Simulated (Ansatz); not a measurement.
`C[Si](F)(Cl)N=C=O` from Hartree–Fock to CCSD(T)

```xyz
10

C     0.6723   -1.4434    0.3573
Si    0.3781    0.3659    0.3777
F     0.2841    0.8892    1.8719
Cl    1.9008    1.3839   -0.5172
N    -1.0824    0.7595   -0.3869
C    -1.8047    1.4399   -1.0580
O    -2.5417    2.0603   -1.7043
H     1.6003   -1.6868    0.8782
H    -0.1528   -1.9621    0.8511
H     0.7460   -1.8063   -0.6697
```

Total charge 0; spin multiplicity 1. The geometry is a stationary point of PBE0-D4/def2-TZVP. It is one conformer, not always the lowest. Frozen core, restricted reference, Ansatz 0.2.0. CBS rows extrapolate triple and quadruple zeta; past MP2 they add the triple-zeta difference.

| basis | HF (Eh) | MP2 corr. |
| --- | --- | --- |
| def2-SVP | -1054.38321 | -1.00078 |
| def2-TZVPP | -1055.02952 | -1.28500 |
| def2-QZVPP | -1055.06533 | -1.39130 |

(1) Estimate the CCSD correlation energy and the (T) correction in each basis where they were run (hartree).

Results:

(1) 
| basis | CCSD corr. | (T) |
| --- | --- | --- |
| def2-SVP | -1.03279 | -0.03127 |
| def2-TZVPP | -1.31058 | -0.05633 |
| CBS(def2) | -1.49562 | as TZ |
